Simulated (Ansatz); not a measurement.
```yaml
crystal:
  periodic: [false, false, false]
  atoms:
    - {symbol: D, position_ang: [-1.510227, 1.387042, -0.264662]}
    - {symbol: Ge, position_ang: [0.218794, 0.840526, 0.049852]}
    - {symbol: C, position_ang: [0.257295, -0.950108, 0.932172]}
    - {symbol: Si, position_ang: [0.876684, -1.172844, -0.835707]}
    - {symbol: H, position_ang: [-1.616469, 1.901961, -1.127566]}
    - {symbol: H, position_ang: [-1.907185, 1.935758, 0.486749]}
    - {symbol: H, position_ang: [1.184265, 1.874532, 0.655778]}
    - {symbol: H, position_ang: [-0.725073, -1.358166, 1.159692]}
    - {symbol: H, position_ang: [0.963087, -1.098479, 1.745376]}
    - {symbol: H, position_ang: [2.314180, -1.494504, -1.005883]}
    - {symbol: H, position_ang: [0.009950, -1.922818, -1.775101]}
basis:
  gaussian: {orbitals: cc-pVTZ, nuclear_model: gaussian}
total_charge: 1
magnetization: {spin_polarized: true, initial_magnetization: 1}
hamiltonian: {xc: {name: r2SCAN50}, dispersion: d3bj}
scf: {lower_state_search: off}
output: {forces: true}
```

```sh
$ ansatz run in.yaml --threads 4 --pin off --events-out ev --progress --plain --max-ram 10444MiB
```

Shortened log:

```
Error: YAML parse error: error: line 4 column 16: `D` is not an element symbol (H … Og, case-exact)
 --> <input>:4:16
2 |   periodic: [false, false, false]
3 |   atoms:
4 |     - {symbol: D, position_ang: [-1.510227, 1.387042, -0.264662]}
5 |     - {symbol: Ge, position_ang: [0.218794, 0.840526, 0.049852]}
6 |     - {symbol: C, position_ang: [0.257295, -0.950108, 0.932172]}
```

In this input an element symbol is wrong. The input was rejected before any iteration.
